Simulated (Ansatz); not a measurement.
A nudged elastic band was laid between two geometries of F3H3W (7 atoms, charge 0, multiplicity 1).

Computed with RHF/def2-SVP (Ansatz 0.2.0).

```
movable images  : 4
climbing image  : no
spring          : 5.0 eV/Å²
optimiser       : quadratic models (default)
start path      : through a guess of the saddle point
force threshold : 0.05 eV/Å
iteration limit : 60
end points      : relaxed
```

First end point:

```xyz
7
Properties=species:S:1:pos:R:3
W 0.085 0.410 0.108
H 0.149 -1.198 1.170
F 1.884 0.423 0.503
F 0.017 2.260 -0.312
F -1.729 0.203 0.346
H 0.209 -1.503 0.432
H 0.195 -0.465 -1.309
```

Last end point:

```xyz
7
Properties=species:S:1:pos:R:3
W -0.859 0.560 -0.131
H 1.884 -1.127 0.753
F 2.514 -0.483 0.720
F 0.199 2.048 0.053
F -2.557 -0.073 -0.436
H -0.398 -0.399 1.168
H 0.025 -0.395 -1.187
```

Question: What changes between the two ends?

Answer: Bonds broken: W1–H2, W1–F3, H2–H6. Bonds formed: H2–F3. F3H3W becomes F2H2W + FH.

Question: Give the energies along the band, and the barrier.

Answer: The forces met the threshold. The highest image is number 2 of 0 to 5, 160.8 kJ/mol above the first end and 79.4 kJ/mol above the last; the last end lies 81.3 kJ/mol above the first. No image climbed, so the highest image needn't sit at the top of the path. The orbitals stay closed-shell, which can raise the energy where a bond breaks towards radicals; this wasn't checked here.

```csv
image,path coordinate (Å),energy (kJ/mol),W1–H2 (Å),W1–F3 (Å),H2–H6 (Å)
0,0.00,0.0,1.93,1.84,0.80
1,0.83,59.4,2.02,1.90,0.77
2,1.66,160.8,2.07,2.24,1.22
3,2.49,97.8,2.71,2.57,1.82
4,3.32,84.3,3.22,3.30,2.11
5,4.15,81.3,3.34,3.63,2.43
```

Question: What is the geometry of the highest image?

Answer: 
```xyz
7
Properties=species:S:1:pos:R:3:forces:R:3
W -0.348 0.376 -0.081 -0.43 -0.04 -0.13
H 1.019 -0.709 1.039 1.02 0.27 0.14
F 1.583 0.105 1.019 0.21 -0.25 0.02
F 0.366 2.096 -0.137 0.04 -0.28 0.25
F -2.055 -0.242 0.145 -0.45 0.01 -0.39
H 0.080 -1.269 0.506 -0.35 0.34 0.12
H 0.164 -0.227 -1.551 -0.04 -0.05 -0.01
```

The run took 60 s on 2 threads of Arm Neoverse V2 (shared host), peak memory 0.18 GiB.
